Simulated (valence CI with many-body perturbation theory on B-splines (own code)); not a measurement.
## Sn XLV in brief

Level of theory: relativistic CI+MBPT: four valence electrons over a frozen Dirac-Fock core [He], a basis of 11 s, 11 p, 10 d, 8 f, 5 g, 2 h functions for each j, with the one-electron correlation potential Σ1 (screened to all orders), the two-electron term Σ2, the three-electron term Σ3, Breit, model QED; selected single and double excitations, second order for the rest, scaled by the run's own slope (own B-spline code, finite nucleus).

The last digits are not significant, and no measured levels were compared; by estimate large intervals hold to a few tenths of a per cent, small ones and those within an open d or f shell to about a per cent. Among the levels kept, up to 840 cm⁻¹ of a level comes from second order outside the variational space, and about a tenth of that is noise between levels of different J, which matters for small intervals.

Levels are named by their leading jj configuration (3d3/2^4 stands for four electrons in 3d with j = 3/2), which in mixed levels can hold well under half, so a name can repeat and another be missing.

Rates and lifetimes use the calculated energies. Strong lines usually hold to 10 to 20 %, long lifetimes can be off by a factor of two.

Q: What is the ground level?

A: (2s^2 2p1/2^2) J=0, composition 72 % 2s²2p² ³P + 28 % 2s²2p² ¹S.

Q: How well does LS coupling describe the low levels?

A: Among the lowest 20 levels the leading LS term, summed over configurations, holds 66 % on average. For single configurations the figures are 65 % in LS and 98 % in jj coupling. Terms mix most in the J = 1 level at 455.4 eV, where the leading one holds 39 %.

Q: Name the longest-lived excited levels whose lifetime is computed, and their main decay.

A: (2s^2 2p1/2 2p3/2) J=2 at 248.2 eV lives 10.7 μs, mostly by E2 to (2s^2 2p1/2^2) J=0; (2s^2 2p1/2 2p3/2) J=1 at 233.5 eV lives 11.7 ns, mostly by M1 to (2s^2 2p1/2^2) J=0.

Q: What is the ionisation energy?

A: 7544 eV; NIST lists 7531 ± 8 eV (semi-empirical).

Q: Where does the other parity begin?

A: At (2s 2p1/2^2 2p3/2) J=2, 399.2 eV.

Q: Among levels below 5257.5 eV, which E1 lines absorb most strongly from the ground level?

A: to (2s^2 2p1/2 3d3/2) J=1 at 0.2801 nm, f = 1.47; to (2s 2p1/2^2 3p3/2) J=1 at 0.2742 nm, f = 0.386; to (2s 2p1/2^2 2p3/2) J=1 at 2.722 nm, f = 0.152.
